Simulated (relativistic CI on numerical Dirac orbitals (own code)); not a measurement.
How well does a small relativistic CI reproduce Se IV?

Calculated at this level of theory: Dirac-Coulomb-Breit CI, orbitals from a KLI potential per configuration, a model potential for QED, valence Slater integrals scaled by 0.85, P86 correlation estimate, and configurations built on the next ion tied to the tabulated ionisation energy (semi-empirical) (own radial code, finite nucleus).

Configurations in the expansion (outside the closed core [Ar] 3d10): 4s²4p, 4s²4d, 4s²5s, 4s²5p, 4s²5d, 4s²6s, 4s²4f, 4s²5f, 4s4p², 4p³, 4s4p4d, 4s4p4f, 4p4d², 4s²6p, 4s4p5s, 4s²5g, 4p²4d, 4s²6d, 4s²6f, 4s4p5p, 4s4d², 4p4f², 4s4p5d, 4s4p6s. Levels of other configurations are missing.

```
Configuration  Term (tabulated)    J  Measured (cm⁻¹)  Computed  Error  Purity (%)
        4s²4p               2P°  1/2              0.0         0      0          97
        4s²4p               2P°  3/2           4376.0      4206   -170          97
        4s4p²                2D  3/2         104211.0    102320  -1891          84
        4s4p²                2D  5/2         104706.0    102810  -1896          84
        4s4p²                2S  1/2         128787.0    126463  -2324          91
        4s4p²                2P  1/2         136134.0    135385   -749          90
        4s4p²                2P  3/2         138354.0    137663   -691          96
        4s²4d                2D  3/2         153217.0    149213  -4004          83
        4s²4d                2D  5/2         153606.0    149543  -4063          83
        4s²5s                2S  1/2         157241.0    157419    178          99
        4s²5p               2P°  1/2         189913.0    190160    247          98
        4s²5p               2P°  3/2         191111.0    191309    198          98
        4s²4f               2F°  7/2         229684.0    230724   1040          91
        4s²4f               2F°  5/2         229714.0    230764   1050          91
        4s²5d                2D  3/2         237747.0    238463    716          99
        4s²5d                2D  5/2         237899.0    238598    699          99
        4s²6s                2S  1/2         240745.0    241819   1074         100
```

Measured levels from Moore, Atomic Energy Levels, vol. II, NSRDS-NBS 35 (1971 reprint of NBS Circular 467, 1952); pairs were made by configuration, J and term (by order where the table uses no LS term), so strongly mixed levels may be paired wrongly. The analysis dates from before 1960.

Mean error by configuration (cm⁻¹): 4s²4p -170; 4s4p² -1510; 4s²4d -4033; 4s²5s 178; 4s²5p 223; 4s²4f 1045; 4s²5d 707; 4s²6s 1074. Over the excited levels the mean absolute error is 1312 cm⁻¹ (16 of the 16 excited levels that our extract of the source holds in range could be paired), and the median relative error of those above 1,000 cm⁻¹ is 0.48 %.
